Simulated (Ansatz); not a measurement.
Program: Ansatz. Geometries: PBE0-D4/def2-TZVP. ΔE: electronic, gas phase. CCSD(T)/CBS is the MP2 limit (def2-TZVPP, def2-QZVPP) plus CCSD(T) − MP2 in def2-TZVPP, frozen cores. DFT in def2-TZVPP. B3LYP here is the variant with VWN-RPA as its local correlation; programs differ in this. HSE06 is defined as in plane-wave codes. For Ga outer-core shells are correlated without core-valence functions, which leaves a few kJ/mol of doubt a bond. Scalar relativity is left out up to krypton. One conformer a species, not always the lowest.

Reaction (isomerisation): `C[SiH2][GaH][NH2]` → `[SiH3]C[NH][GaH2]`

`C[SiH2][GaH][NH2]`:

```xyz
12

C    -0.909   -1.374   -1.547
Si   -0.502   -0.892    0.226
Ga    0.177    1.406    0.441
N     1.652    1.765    1.444
H    -1.243   -2.412   -1.599
H    -0.034   -1.266   -2.192
H    -1.703   -0.740   -1.947
H    -1.707   -1.119    1.080
H     0.564   -1.795    0.755
H    -0.501    2.676   -0.187
H     2.198    1.062    1.913
H     2.009    2.690    1.613
```

`[SiH3]C[NH][GaH2]`:

Cartesian coordinates in Å:
```
Si -0.907 0.706 -1.499
C -0.815 -0.300 0.097
N 0.281 0.148 0.935
Ga 1.778 -0.775 1.402
H -0.991 2.152 -1.153
H -2.096 0.343 -2.322
H 0.328 0.484 -2.298
H -0.662 -1.352 -0.166
H -1.778 -0.262 0.624
H 0.185 1.108 1.230
H 2.822 -0.009 2.272
H 1.855 -2.243 0.878
```

```json
{"level": "LDA (SPW92)", "ΔE (kJ/mol)": "102.9", "difference from CCSD(T)/CBS": "-7.7"}
{"level": "PBE-D4", "ΔE (kJ/mol)": "111.4", "difference from CCSD(T)/CBS": "0.8"}
{"level": "revPBE-D4", "ΔE (kJ/mol)": "105.4", "difference from CCSD(T)/CBS": "-5.2"}
{"level": "BLYP-D4", "ΔE (kJ/mol)": "101.9", "difference from CCSD(T)/CBS": "-8.7"}
{"level": "r2SCAN-D4", "ΔE (kJ/mol)": "111.9", "difference from CCSD(T)/CBS": "1.3"}
{"level": "B97M-V", "ΔE (kJ/mol)": "106.3", "difference from CCSD(T)/CBS": "-4.3"}
{"level": "PBE0-D4", "ΔE (kJ/mol)": "112.3", "difference from CCSD(T)/CBS": "1.7"}
{"level": "B3LYP-D4", "ΔE (kJ/mol)": "104.3", "difference from CCSD(T)/CBS": "-6.3"}
{"level": "r2SCANh-D4", "ΔE (kJ/mol)": "112.2", "difference from CCSD(T)/CBS": "1.6"}
{"level": "r2SCAN0-D4", "ΔE (kJ/mol)": "112.4", "difference from CCSD(T)/CBS": "1.8"}
{"level": "HSE06-D4", "ΔE (kJ/mol)": "112.4", "difference from CCSD(T)/CBS": "1.8"}
{"level": "BHLYP-D4", "ΔE (kJ/mol)": "104.9", "difference from CCSD(T)/CBS": "-5.7"}
{"level": "CAM-B3LYP-D4", "ΔE (kJ/mol)": "101.1", "difference from CCSD(T)/CBS": "-9.5"}
{"level": "ωB97X-V", "ΔE (kJ/mol)": "103.7", "difference from CCSD(T)/CBS": "-6.9"}
{"level": "ωB97M-V", "ΔE (kJ/mol)": "105.4", "difference from CCSD(T)/CBS": "-5.2"}
{"level": "B2PLYP", "ΔE (kJ/mol)": "106.4", "difference from CCSD(T)/CBS": "-4.2"}
{"level": "PBE-QIDH", "ΔE (kJ/mol)": "110.4", "difference from CCSD(T)/CBS": "-0.2"}
{"level": "revPBE", "ΔE (kJ/mol)": "116.4", "difference from CCSD(T)/CBS": "5.8"}
{"level": "BLYP", "ΔE (kJ/mol)": "107.7", "difference from CCSD(T)/CBS": "-2.9"}
{"level": "r2SCAN", "ΔE (kJ/mol)": "112.5", "difference from CCSD(T)/CBS": "1.9"}
{"level": "PBE0", "ΔE (kJ/mol)": "114.1", "difference from CCSD(T)/CBS": "3.5"}
{"level": "B3LYP", "ΔE (kJ/mol)": "107.9", "difference from CCSD(T)/CBS": "-2.7"}
{"level": "r2SCANh", "ΔE (kJ/mol)": "112.8", "difference from CCSD(T)/CBS": "2.2"}
{"level": "r2SCAN0", "ΔE (kJ/mol)": "113.0", "difference from CCSD(T)/CBS": "2.4"}
{"level": "BHLYP", "ΔE (kJ/mol)": "105.8", "difference from CCSD(T)/CBS": "-4.8"}
{"level": "CAM-B3LYP", "ΔE (kJ/mol)": "102.8", "difference from CCSD(T)/CBS": "-7.8"}
{"level": "LC-ωPBE", "ΔE (kJ/mol)": "109.9", "difference from CCSD(T)/CBS": "-0.7"}
{"level": "HF/def2-SVP", "ΔE (kJ/mol)": "87.8", "difference from CCSD(T)/CBS": "-22.8"}
{"level": "CCSD/def2-SVP", "ΔE (kJ/mol)": "87.1", "difference from CCSD(T)/CBS": "-23.5"}
{"level": "CCSD(T)/def2-SVP", "ΔE (kJ/mol)": "86.0", "difference from CCSD(T)/CBS": "-24.6"}
{"level": "HF/def2-TZVPP", "ΔE (kJ/mol)": "100.1", "difference from CCSD(T)/CBS": "-10.5"}
{"level": "MP2/def2-TZVPP", "ΔE (kJ/mol)": "105.8", "difference from CCSD(T)/CBS": "-4.8"}
{"level": "CCSD/def2-TZVPP", "ΔE (kJ/mol)": "105.7", "difference from CCSD(T)/CBS": "-4.9"}
{"level": "CCSD(T)/def2-TZVPP", "ΔE (kJ/mol)": "105.4", "difference from CCSD(T)/CBS": "-5.2"}
{"level": "HF/def2-QZVPP", "ΔE (kJ/mol)": "99.1", "difference from CCSD(T)/CBS": "-11.5"}
{"level": "MP2/def2-QZVPP", "ΔE (kJ/mol)": "108.4", "difference from CCSD(T)/CBS": "-2.2"}
{"level": "SCS-MP2/def2-QZVPP", "ΔE (kJ/mol)": "103.6", "difference from CCSD(T)/CBS": "-7.0"}
{"level": "HF/CBS(def2)", "ΔE (kJ/mol)": "98.9", "difference from CCSD(T)/CBS": "-11.7"}
{"level": "MP2/CBS(def2)", "ΔE (kJ/mol)": "111.0", "difference from CCSD(T)/CBS": "0.4"}
{"level": "CCSD/CBS(def2)", "ΔE (kJ/mol)": "110.9", "difference from CCSD(T)/CBS": "0.3"}
{"level": "CCSD(T)/CBS", "ΔE (kJ/mol)": "110.6", "difference from CCSD(T)/CBS": "0"}
```

Largest T1 diagnostic among the species: 0.015.

Leaving LDA and LC-ωPBE aside and taking each functional with its dispersion term where it has one, the values spread over 11.3 kJ/mol, from CAM-B3LYP-D4 to r2SCAN0-D4. LDA lies −10.7 kJ/mol from PBE without D4. In def2-TZVPP, CCSD(T) changes the Hartree–Fock value by +5.3 kJ/mol (the triples alone add −0.3 kJ/mol) and MP2 by +5.7 kJ/mol.

CCSD(T)/CBS has its own doubt, a few kJ/mol and more with outer-core shells, so smaller differences from it don't rank the levels.
